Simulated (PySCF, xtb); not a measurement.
C3H6Cl, SMILES C[C](Cl)C (connectivity only; charge and spin as stated), charge +1, multiplicity 1.

GFN2-xTB run with xtb at its own geometry gives an orbital gap of 2.94 eV.

Geometry: B3LYP-D3(BJ)/def2-SVP. The spin state was assumed, not searched. The isomer is the one that the SMILES or the coordinates give; other isomers of the formula were not compared.

**Question.** What does r2SCAN/def2-TZVP run with PySCF give? (The exact figures need the calculation; the answer reports its results.)

**Answer.** gap 4.16 eV (levels -14.00 and -9.84 eV).
